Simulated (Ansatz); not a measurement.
The cluster Be₂S₂, relaxed as a triplet with UKS PBE-D4/def2-TZVP in Ansatz, starting from the PBE-D4/def2-TZVP geometry of the neutral singlet. Force threshold 0.02 eV/Å.

At PBE-D4/def2-TZVP a singlet of charge 0 lies 2.10 eV below the triplet, each at its own geometry. The structure comes from a short search, and lower isomers may exist.

Start:

Cartesian coordinates in Å:
```
Be -0.5719 0.7848 -0.0580
Be 0.5719 -0.7848 0.0580
S 1.2450 0.8541 -0.7182
S -1.2450 -0.8541 0.7182
```

```
        step  energy (eV)  largest force component (eV/Å)  SCF passes
           1  -22464.1116                           1.354          17
           2  -22464.2510                           0.595          21
3 (rejected)  -22464.2410                           0.660          22
           4  -22464.2838                           0.162          22
           5  -22464.2868                           0.025          23
           6  -22464.2870                           0.001          13
```

Force components are those of the run's own axes.

End:

```tsv
atom	x (Å)	y (Å)	z (Å)
Be1	-0.639	0.877	-0.065
Be2	0.639	-0.877	0.065
S3	1.219	0.836	-0.703
S4	-1.219	-0.836	0.703
```

By distances, no bond broke or formed. The bond that changes most is Be2–S3, from 1.93 to 1.96 Å (atoms count from 1).

No frequencies were taken in this run, so the end may be a saddle point.

Hardware: 2 threads of Arm Neoverse V2 on a shared host. Wall time 6.5 s.
